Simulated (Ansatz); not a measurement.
Wavefunction ladder for C$_{6}$H$_{15}$N, SMILES `CCCNCCC`

```
atom   x (Å)   y (Å)   z (Å)
  C1   2.369   1.544   1.021
  C2   1.182   1.101   1.858
  C3   0.569  -0.208   1.390
  N4   0.022  -0.095   0.055
  C5  -0.566  -1.324  -0.432
  C6  -1.117  -1.178  -1.839
  C7  -2.262  -0.183  -1.947
  H8   2.764   2.503   1.366
  H9   2.089   1.644  -0.029
 H10   3.179   0.811   1.077
 H11   0.407   1.879   1.848
 H12   1.480   0.989   2.905
 H13   1.344  -0.984   1.370
 H14  -0.185  -0.544   2.124
 H15  -0.673   0.642   0.046
 H16   0.217  -2.090  -0.429
 H17  -1.367  -1.698   0.235
 H18  -0.302  -0.879  -2.506
 H19  -1.460  -2.162  -2.175
 H20  -1.936   0.838  -1.730
 H21  -2.683  -0.173  -2.955
 H22  -3.071  -0.434  -1.254
```

The species carries charge 0 and has multiplicity 1. The geometry is a stationary point of PBE0-D4/def2-TZVP. It is one conformer, not always the lowest. Frozen core, restricted reference, Ansatz. CBS rows extrapolate triple and quadruple zeta; past MP2 they add the triple-zeta difference.

```tsv
basis	HF (Eh)	MP2 corr.	CCSD corr.	(T)	CCSD(T) total
def2-SVP	-290.17837	?	?	-0.03315	?
def2-TZVPP	-290.49522	-1.27305	?	-0.05258	?
def2-QZVPP	-290.50915	-1.35348	–	–	–
CBS(def2)	?	-1.41306	-1.48841	as TZ	?
```

Problem. Fill in the withheld values. (An estimate is asked.)

Solution. Ansatz gave: def2-SVP MP2 corr.: -1.03980; def2-SVP CCSD corr.: -1.13310; def2-SVP CCSD(T) total: -291.34462; def2-TZVPP CCSD corr.: -1.34839; def2-TZVPP CCSD(T) total: -291.89619; CBS(def2) HF (Eh): -290.51106; CBS(def2) CCSD(T) total: -292.05205.
